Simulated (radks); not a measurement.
Fractional charge and spin in the 3s shell of argon: the spin-up occupation runs from 0 to 1 and the spin-down occupation from 0 to 1; the fullest corner is Ar+, [Ne] 3p(up 2.5, down 2.5) 3s(up 1, down 1). All-electron calculation, scalar-relativistic Kohn-Sham, r2SCAN, spin-polarised, spherical densities, finite nucleus; meta-GGA in the generalised Kohn-Sham scheme; Fermi nuclear charge, rms radius of each element as measured or else 0.836 A^(1/3) + 0.57 fm. Program: a radial shooting solver on a logarithmic mesh with Libxc functionals. Energy (eV) above the fullest corner. The planes named below are the two flat planes that join the four corners, with an edge along up + down = one added electron.

down \ up        0     0.5       1
0          104.780  72.799  44.418
0.5         72.799  44.945  20.552
1           44.418  20.552   0.000

Corners above the fullest one (they belong to Ar2+ and the next ion): (up 1, down 0) 44.418 eV, (up 0, down 1) 44.418 eV, (up 0, down 0) 104.78 eV. With half an added electron in each spin the energy lies 0.527 eV from the planes, and with half an added electron in spin up alone -1.800 eV. The planes are only a guide here: the flat-plane condition holds for ground states with one frontier orbital, while this shell lies below other occupied shells, so the corners above the fullest one are inner-hole states and not the ground states of those ions.
